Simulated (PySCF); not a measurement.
Eu⁴⁷⁺: ionisation energy

Eu⁴⁷⁺ [Ne] 3s2 3p4 (3P) → Eu⁴⁸⁺ [Ne] 3s2 3p3 (4S), as a difference of total energies. Calculation: PySCF 2.14, in an even-tempered Gaussian basis (18 s from 9.6 bohr⁻², ratio 2.5; 12 p from 12 bohr⁻², ratio 2.5; 4 d from 54 bohr⁻², ratio 2.7; 4 f from 80 bohr⁻², ratio 2.7); scalar relativity by spin-free X2C-1e. Correlated levels: outer shells: 1s2 frozen; virtual orbitals above 40 to 60 times the deepest correlated orbital energy dropped. The calculations carry no spin-orbit coupling.

```json
{"method": "UHF", "ionisation energy (eV)": "4069.3"}
{"method": "MP2 (outer shells)", "ionisation energy (eV)": "4070.4"}
{"method": "SCS-MP2 (outer shells)", "ionisation energy (eV)": "4070.4"}
{"method": "CCSD (outer shells)", "ionisation energy (eV)": "4070.4"}
{"method": "CCSD(T) (outer shells)", "ionisation energy (eV)": "4070.4"}
```

Spin-orbit coupling is strong in these open shells (close to jj coupling). The scalar numbers leave it out and a first-order estimate fails, so it can dominate the gap to the real levels.

The ground level that NIST lists for one species does not belong to the high-spin term computed here, so part of any gap is the choice of state.

Breit and QED terms and the two-electron picture change are absent.

For comparison: 4031 ± 4 eV (theoretical estimate listed by NIST; NIST Atomic Spectra Database, ionization energies).
